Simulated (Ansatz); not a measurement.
BrH3O2Si, SMILES `O[SiH](O)Br`, charge 0, multiplicity 1.

**Question.** Give a relaxed structure at PBE0-D4/def2-TZVP (the Gaussian-basis code of Ansatz). (Estimate.)

**Answer.** Ansatz gave: 
Cartesian coordinates in Å:
```
O 0.960 0.584 1.126
Si -0.221 0.311 0.050
O -0.660 -1.259 0.095
Br 0.433 0.762 -2.034
H 1.745 0.034 1.095
H -1.310 1.237 0.391
H -0.949 -1.668 -0.722
```
